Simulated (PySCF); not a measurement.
Electronic absorption of Ga(OH)3

Species: Ga(OH)3.
Geometry (PBE0-D3(BJ)/def2-SVP, Å), atoms numbered from 1 in this order:
```
atom  x, y, z in Å
Ga1    0.0009    0.0025    0.0013
O2     1.6744    0.3171    0.4985
H3     2.2431   -0.4544    0.4047
O4    -1.2138    1.2926    0.0826
H5    -0.8577    2.1273    0.4047
O6    -0.4574   -1.6093   -0.5796
H7    -1.3895   -1.6758   -0.8122
```

Method: TDDFT PBE0/def2-SVPD, vertical, gas phase, core orbitals frozen in the response in PySCF. Relativistic effects, spin–orbit coupling among them, are left out although an element past zinc is present.

Q: What does the calculation give for the low-lying excited states?

A: 

| state | λ (nm) | E (eV) | f | symmetry | main configurations (H = HOMO, L = LUMO) |
| --- | --- | --- | --- | --- | --- |
| S1 | 195.4 | 6.35 | 0.0000 | – | H-1/H→L (≥97%) |
| S2 | 195.3 | 6.35 | 0.0000 | – | H-1/H→L (≥97%) |
| S3 | 170.1 | 7.29 | 0.075 | E′ | H-3/H-2→L (86%), H-1/H→L+1 (12%) |
| S4 | 170.0 | 7.29 | 0.077 | E′ | H-3/H-2→L (86%), H-1/H→L+1 (12%) |
| S5 | 168.4 | 7.36 | 0.141 | A″ | H-4→L (96%) |
| S6 | 154.9 | 8.00 | 0.0000 | – | H-5→L (92%) |
| S7 | 147.6 | 8.40 | 0.150 | E′ | H-1/H→L+1 (≥81%), H-3/H-2→L (≥11%) |
| S8 | 147.5 | 8.41 | 0.151 | E′ | H-1/H→L+1 (≥81%), H-3/H-2→L (≥11%) |
| S9 | 145.6 | 8.51 | 0.0003 | – | H-3/H-2→L+1 (99%) |
| S10 | 145.5 | 8.52 | 0.0002 | – | H-3/H-2→L+1 (99%) |
| S11 | 143.8 | 8.62 | 0.029 | A″ | H-1/H→L+3 (≥46%), H-1/H→L+2 (≥46%) |
| S12 | 142.2 | 8.72 | 0.0000 | – | H-1/H→L+2 (≥39%), H-1/H→L+3 (≥36%), H-1/H→L+4 (≥11%) |
| S13 | 142.2 | 8.72 | 0.0000 | – | H-1/H→L+3 (≥38%), H-1/H→L+2 (≥37%), H-1/H→L+4 (≥11%) |
| S14 | 137.8 | 9.00 | 0.012 | A″ | H-1/H→L+3 (≥48%), H-1/H→L+2 (≥45%) |

Triplets (Tamm–Dancoff): T1 5.99 eV, H-1/H→L (≥91%); T2 5.99 eV, H-1/H→L (≥91%); T3 6.67 eV, H-3/H-2→L (≥92%); T4 6.68 eV, H-3/H-2→L (≥92%).

The lowest singlet level (S1/S2) lies at 6.35 eV (195 nm, vacuum ultraviolet) and is dark (f under 0.0005). The strongest level in the table is S7/S8 at 8.40 eV (148 nm, f = 0.300 summed). S1/S2, S3/S4, S7/S8, S9/S10 and S12/S13 lie within about 0.01 eV of each other in each set; the point group C3h has degenerate representations, and within a degenerate level the listed configurations can mix freely. Löwdin shares by element: HOMO (one of a set within 0.03 eV) oxygen 86% or more, gallium 6%; LUMO gallium 56%, oxygen 35%. Of the 14 states listed, 7 reach f = 0.01 and 7 stay under 0.0005. The listed states span 2.66 eV, and the widest gap between neighbours is 0.94 eV (S2 to S3). The oscillator strengths of these states sum to 0.635; summed over the whole spectrum of an exact calculation they would give the number of electrons, 58 (Thomas–Reiche–Kuhn). Symmetry labels in C3h follow from the direction of the transition dipole and are given only for states with f of 0.002 or more. Orbitals of the list HOMO-3 to LUMO+2 that lie within 0.01 eV of each other are written together with a slash and their weights summed (≥ marks a lower bound); for degenerate orbitals outside that list single weights are arbitrary. Singlets were solved by full linear response, triplets in the Tamm–Dancoff approximation. The highest level found (9.11 eV, f 0.0000 so far) is left out, since the window may have cut off a degenerate partner.

Hardware: an Arm Neoverse N1 with one thread, no GPU, on a shared host. Cost: 19 s of wall time.

One conformer stands for the species.
